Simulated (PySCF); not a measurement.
**Molecular orbitals of GaCl⁺**

TPSS at R = 2.101 Å; PySCF, no relativity, basis sets Ga def2-TZVPPD, Cl def2-TZVPPD. State: ²Σ⁺ (doublet), unpaired electrons σ ↑. Only the outer orbitals are listed, counted within each symmetry.

| spin | orbital | occ. | ε (eV) | on Ga (%) | main shells (%) |
| --- | --- | --- | --- | --- | --- |
| α | 10σ | 1 | -27.06 | 27 | 73 Cl s, 22 Ga d |
| α | 11σ | 1 | -18.00 | 50 | 48 Ga s, 44 Cl p |
| α | 5π | 1 | -14.67 | 7 | 92 Cl p |
| α | 5π | 1 | -14.67 | 7 | 92 Cl p |
| α | 12σ | 1 | -14.29 | 67 | 42 Ga s, 32 Cl p, 24 Ga p |
| α | 6π | 0 | -9.02 | 92 | 91 Ga p |
| α | 6π | 0 | -9.02 | 92 | 91 Ga p |
| α | 13σ | 0 | -6.09 | 84 | 63 Ga p, 16 Ga d, 10 Cl p |
| β | 10σ | 1 | -26.71 | 23 | 77 Cl s, 18 Ga d |
| β | 11σ | 1 | -17.31 | 49 | 46 Cl p, 45 Ga s |
| β | 5π | 1 | -14.56 | 7 | 93 Cl p |
| β | 5π | 1 | -14.56 | 7 | 93 Cl p |
| β | 12σ | 0 | -12.79 | 71 | 53 Ga s, 30 Cl p, 17 Ga p |
| β | 6π | 0 | -8.23 | 92 | 92 Ga p |
| β | 6π | 0 | -8.23 | 92 | 92 Ga p |

Q: Which are the highest filled and the lowest empty level, where do they sit, and how wide is the gap?

A: Highest filled α 12σ at -14.29 eV (in %: 42 Ga s, 32 Cl p, 24 Ga p); lowest empty β 12σ at -12.79 eV (in %: 53 Ga s, 30 Cl p, 17 Ga p); the gap at TPSS is 1.50 eV.

The bond order (Mayer) is 1.38. The ⟨S²⟩ is 0.754. The charge on Ga (Mulliken, basis-dependent) is 0.91 and the charge on Ga (Löwdin, basis-dependent) is 0.75. The dipole moment (positive dipole points towards Cl; it is taken about the centre of mass and depends on that origin) is -2.77 D.

Spin–orbit coupling is left out. The state is the lowest determinant that a PBE0 search found; another state may lie lower at other levels.
